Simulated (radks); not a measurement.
All-electron atom: Pr II in [Xe] 4f2 5d1 6s1 (not the ground configuration). All-electron calculation, Dirac Kohn-Sham, PBE, spin-unpolarised, spherical densities, point nucleus; open shells fill j = l - 1/2 first. Program: a radial shooting solver on a logarithmic mesh with Libxc functionals.

Unscreened Slater integrals over Kohn-Sham orbitals (cm^-1). Large and small components are both included. Empty in this configuration: 4f7/2.

\begin{tabular}{lr}
integral & value \\ \hline
F0(6s1/2,6s1/2) & 50290 \\
F0(6s1/2,5d3/2) & 57646 \\
G2(6s1/2,5d3/2) & 17173 \\
F0(6s1/2,4f5/2) & 65006 \\
G3(6s1/2,4f5/2) & 2828.8 \\
F0(6s1/2,5p3/2) & 62058 \\
G1(6s1/2,5p3/2) & 5130.1 \\
F0(6s1/2,4f7/2) & 64956 \\
G3(6s1/2,4f7/2) & 2882.6 \\
F0(5d3/2,5d3/2) & 75065 \\
F2(5d3/2,5d3/2) & 38379 \\
F0(5d3/2,4f5/2) & 96086 \\
F2(5d3/2,4f5/2) & 25809 \\
G1(5d3/2,4f5/2) & 14460 \\
G3(5d3/2,4f5/2) & 10978 \\
F0(5d3/2,5p3/2) & 88325 \\
F2(5d3/2,5p3/2) & 41694 \\
G1(5d3/2,5p3/2) & 48501 \\
G3(5d3/2,5p3/2) & 29798 \\
F0(5d3/2,4f7/2) & 95952 \\
F2(5d3/2,4f7/2) & 26029 \\
G3(5d3/2,4f7/2) & 11194 \\
G5(5d3/2,4f7/2) & 8344.1 \\
F0(4f5/2,4f5/2) & 197930 \\
F2(4f5/2,4f5/2) & 91864 \\
F4(4f5/2,4f5/2) & 57204 \\
F0(4f5/2,5p3/2) & 133590 \\
F2(4f5/2,5p3/2) & 48842 \\
G2(4f5/2,5p3/2) & 27844 \\
G4(4f5/2,5p3/2) & 21075 \\
F0(4f5/2,4f7/2) & 196890 \\
F2(4f5/2,4f7/2) & 91331 \\
F4(4f5/2,4f7/2) & 56862 \\
G2(4f5/2,4f7/2) & 91193 \\
G4(4f5/2,4f7/2) & 56780 \\
G6(4f5/2,4f7/2) & 40726 \\
F0(5p3/2,5p3/2) & 113350 \\
F2(5p3/2,5p3/2) & 61096 \\
F0(5p3/2,4f7/2) & 133260 \\
F2(5p3/2,4f7/2) & 49048 \\
G2(5p3/2,4f7/2) & 28246 \\
G4(5p3/2,4f7/2) & 21330 \\
F0(4f7/2,4f7/2) & 195870 \\
F2(4f7/2,4f7/2) & 90812 \\
F4(4f7/2,4f7/2) & 56529 \\
F6(4f7/2,4f7/2) & 40543 \\
\end{tabular}
